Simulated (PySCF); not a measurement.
Low-lying terms of Cd (cadmium, neutral)

Ground state [Kr] 4d10 5s2, ¹S. Computed with PySCF 2.14 in def2-TZVP with the def2 core potential (28 electrons), with scalar relativity through the core potential. Vertical excitation energies in eV without spin-orbit coupling; excited terms of each kind are numbered among those the solver found. Frozen: 4s2 4p6.

```json
{"term": "1 3P°", "leading excitation": "5s → p", "EOM-EE-CCSD": "3.677", "measured centre of gravity (NIST)": "3.874 (5s5p)"}
{"term": "1 1P°", "leading excitation": "5s → p", "EOM-EE-CCSD": "5.675", "measured centre of gravity (NIST)": "5.417 (5s5p)"}
{"term": "1 3S", "leading excitation": "5s → s", "EOM-EE-CCSD": "8.219", "measured centre of gravity (NIST)": "6.383 (5s6s)"}
{"term": "1 1S", "leading excitation": "5s → s", "EOM-EE-CCSD": "9.190", "measured centre of gravity (NIST)": "6.610 (5s6s)"}
```

Only the lower part of the computed list is shown. Doubly excited terms such as np² are absent. The solver can miss terms. Rydberg members are limited by the diffuse functions of the basis.
